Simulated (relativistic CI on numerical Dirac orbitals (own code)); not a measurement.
**How well does a small relativistic CI reproduce Zn I?**

Calculated at this level of theory: Dirac-Coulomb-Breit CI, orbitals from a KLI potential per configuration, model QED (radiative potential, 1s self-energy scaled to tabulated hydrogen-like ionisation energies), valence Slater integrals scaled by 0.85, P86 correlation estimate, and configurations built on the next ion tied to the tabulated ionisation energy (semi-empirical) (own radial code, finite nucleus).

CI space (outside the closed core [Ar] 3d10): 4s2, 4s 4p, 4s 5s, 4s 4d, 4s 5d, 4s 5p, 4s 6s, 4s 4f, 4s 5f, 4p2, 4s 6p, 4s 5g, 4s 6d, 4s 6g, 4d2. Levels of other configurations are missing.

```
Configuration  Term (tabulated)  J  Measured (cm⁻¹)  Computed  Error  Purity (%)
          4s2                1S  0              0.0         0      0          96
        4s 4p               3P°  0          32311.3     32215    -96         100
        4s 4p               3P°  1          32501.4     32376   -125         100
        4s 4p               3P°  2          32890.3     32700   -191          99
        4s 4p               1P°  1          46745.4     48637   1891          86
        4s 5s                3S  1          53672.2     53038   -635         100
        4s 5s                1S  0          55789.2     55252   -537          99
        4s 4d                1D  2          62458.5     61106  -1352          93
        4s 4d                3D  1          62768.7     61825   -943         100
        4s 4d                3D  2          62772.0     61827   -945         100
        4s 4d                3D  3          62777.0     61829   -948         100
        4s 5d                3D  1          68579.1     68339   -240         100
        4s 5d                3D  2          68580.7     68340   -241         100
        4s 5d                3D  3          68583.1     68341   -242         100
```

Measured levels from NIST Handbook of Basic Atomic Spectroscopic Data (Sansonetti and Martin, J. Phys. Chem. Ref. Data 34, 1559 (2005)); pairs were made by configuration, J and term (by order where the table uses no LS term), so strongly mixed levels may be paired wrongly.

Mean error by configuration (cm⁻¹): 4s 4p 370; 4s 5s -586; 4s 4d -1047; 4s 5d -241. Over the excited levels the mean absolute error is 645 cm⁻¹ (13 of the 13 excited levels that our extract of the source holds in range could be paired), and the median relative error of those above 1,000 cm⁻¹ is 0.96 %.

Transition probabilities of persistent lines. The last column rescales the computed rate by the cube of measured over computed energy:

```tsv
λ measured (Å)	Lower	Upper	A tabulated (s⁻¹)	A computed	A rescaled
2138.57 air	4s2 1S_0	4s 4p 1P°_1	7.14e+08	8.73e+08	7.75e+08
3075.90 air	4s2 1S_0	4s 4p 3P°_1	3.75e+04	6.14e+03	6.21e+03
3282.33 air	4s 4p 3P°_0	4s 4d 3D_1	9.00e+07	8.67e+07	9.43e+07
3302.58 air	4s 4p 3P°_1	4s 4d 3D_2	1.20e+08	1.17e+08	1.27e+08
3302.94 air	4s 4p 3P°_1	4s 4d 3D_1	6.70e+07	6.45e+07	7.01e+07
3345.01 air	4s 4p 3P°_2	4s 4d 3D_3	1.70e+08	1.54e+08	1.67e+08
3345.57 air	4s 4p 3P°_2	4s 4d 3D_2	4.00e+07	3.83e+07	4.14e+07
3345.94 air	4s 4p 3P°_2	4s 4d 3D_1	4.50e+06	4.24e+06	4.58e+06
6362.35 air	4s 4p 1P°_1	4s 4d 1D_2	4.74e+07	4.80e+07	9.61e+07
```
